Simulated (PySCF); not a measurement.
n-propyl acrylate, C6H10O2.
Cartesian coordinates in Å at the PBE0-D3(BJ)/def2-SVP level; atoms count from 1:
```xyz
18
C6H10O2 angstrom
C      3.2393    0.9082   -0.6615
C      2.3205    0.1627   -0.0454
C      1.0449   -0.1734   -0.7241
O      0.7413    0.1678   -1.8397
O      0.2685   -0.9129    0.0801
C     -1.0192   -1.2991   -0.3961
C     -2.1086   -0.5062    0.2996
C     -2.0581    0.9876    0.0202
H      3.0529    1.2722   -1.6761
H      4.1839    1.1695   -0.1793
H      2.4580   -0.2244    0.9672
H     -1.1165   -2.3723   -0.1750
H     -1.0521   -1.1513   -1.4856
H     -3.0757   -0.9245   -0.0273
H     -2.0444   -0.6908    1.3852
H     -2.8873    1.5120    0.5178
H     -2.1168    1.1979   -1.0585
H     -1.1205    1.4293    0.3906
```

The closed-shell ground state was solved at several levels (PySCF, density fitting, gas phase, non-relativistic).

```
            level  basis functions  total energy (Eh)  HOMO (eV)  LUMO (eV)  gap (eV)  dipole (D)
wB97X-D/def2-SVPD              246          -384.7100     -10.08       0.41     10.49        1.66
      HF/pcSseg-1              186          -382.6926     -10.72       2.58     13.30        1.66
    PBE0/pcSseg-1              186          -384.6122      -8.07      -1.32      6.75        1.58
```

Q: Estimate the row for B3LYP/pcJ-1, a basis of 316 functions; the other rows only guide the guess.

A: Total energy -385.1223 Eh, HOMO -7.78 eV, LUMO -1.53 eV, gap 6.25 eV, dipole 1.60 D.

Q: Over all these levels, which gives the widest orbital gap and which the narrowest?

A: HF/pcSseg-1 (Hartree–Fock, all exact exchange) has the widest, 13.30 eV, and B3LYP/pcJ-1 (global hybrid, 20 % exact exchange) the narrowest, 6.25 eV. Functional and basis both differ between the two, so the spread mixes both effects. The HOMO need not be the same orbital at Hartree–Fock and at DFT levels.

Q: How far do the dipole and the HOMO energy spread over the levels?

A: The dipole runs from 1.58 to 1.66 D (mean 1.62 D) and the HOMO from -10.72 to -7.78 eV.

One conformer stands for the species.

Note: wB97X-D ran without an empirical dispersion term, which enters the total energy and its gradient alone.
